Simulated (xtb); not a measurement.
C₆H₁₄O₃, SMILES COCCOCCOC. All values are semi-empirical tight-binding results from xtb (GFN2-xTB unless named), good for trends rather than for accurate numbers. Geometry optimised at GFN2-xTB. The values are those of a single conformer.

Optimised geometry:

Bonds (Å): C1–O2 1.407, C1–H10 1.088, C1–H11 1.095, C1–H12 1.096, O2–C3 1.406, C3–C4 1.541, C3–H13 1.100, C3–H14 1.093, C4–O5 1.408, C4–H15 1.093, C4–H16 1.100, O5–C6 1.411, C6–C7 1.525, C6–H17 1.099, C6–H18 1.098, C7–O8 1.407, C7–H19 1.100, C7–H20 1.100, O8–C9 1.405, C9–H21 1.097, C9–H22 1.088, C9–H23 1.097. Bond angles (°): O2–C1–H10 106.1, O2–C1–H11 112.2, O2–C1–H12 111.1, H10–C1–H11 109.0, H10–C1–H12 109.4, H11–C1–H12 108.9, C1–O2–C3 115.0, O2–C3–C4 113.3, O2–C3–H13 110.8, O2–C3–H14 105.0, C4–C3–H13 108.9, C4–C3–H14 109.8, H13–C3–H14 108.9, C3–C4–O5 113.3, C3–C4–H15 109.9, C3–C4–H16 109.1, O5–C4–H15 104.7, O5–C4–H16 110.9, H15–C4–H16 108.9, C4–O5–C6 115.0, O5–C6–C7 107.9, O5–C6–H17 110.7, O5–C6–H18 111.6, C7–C6–H17 109.5, C7–C6–H18 108.8, H17–C6–H18 108.3, C6–C7–O8 108.4, C6–C7–H19 109.2, C6–C7–H20 109.7, O8–C7–H19 110.8, O8–C7–H20 110.8, H19–C7–H20 108.0, C7–O8–C9 112.8, O8–C9–H21 111.3, O8–C9–H22 106.5, O8–C9–H23 111.3, H21–C9–H22 109.5, H21–C9–H23 108.6, H22–C9–H23 109.5.

**Question.** Estimate the properties. (Estimate from the structure and the level; the computed values follow.)

**Answer.** 
The orbital gap is 10.21 eV and the dipole moment is 1.56 D. The zero-point energy is 123.0 kcal/mol, the G − E(el) at 298.15 K (modified RRHO) is 98.9 kcal/mol and the static polarisability (D4 model) is 90.2 bohr³. The solvation energy, GFN2-xTB/ALPB(water) is -3.3 kcal/mol and the solvation energy, GFN2-xTB/ALPB(ether) is -8.7 kcal/mol.

Computed IR lines (harmonic; lines under 4 % of the strongest left out, lines within 3 cm⁻¹ merged):
ν (cm⁻¹): 301 (w), 959 (w), 980 (m), 1087 (w), 1103 (w), 1121 (vs), 1128 (w), 1167 (w), 1181 (w), 1188 (w), 1239 (w), 1294 (w), 1303 (w), 1488 (w), 2854 (w), 2881 (s), 2887 (m), 2895 (m), 2909 (s), 2919 (m), 2933 (m), 2978 (m), 3026 (w), 3031 (w) (against the strongest line: vs over 80 %, s over 45 %, m over 15 %, w over 4 %, vw less)

Computed atomic charges and the Wiberg bond orders between heavy atoms:
charges (e) C1 0.04, O2 -0.31, C3 0.07, C4 0.07, O5 -0.32, C6 0.08, C7 0.08, O8 -0.31, C9 0.04, H10 0.06, H11 0.03, H12 0.03, H13 0.03, H14 0.05, H15 0.06, H16 0.03, H17 0.04, H18 0.04, H19 0.04, H20 0.03, H21 0.03, H22 0.06, H23 0.03. Bond orders C1–O2 1.00, O2–C3 0.99, C3–C4 0.98, C4–O5 0.99, O5–C6 0.98, C6–C7 0.99, C7–O8 0.99, O8–C9 0.99.
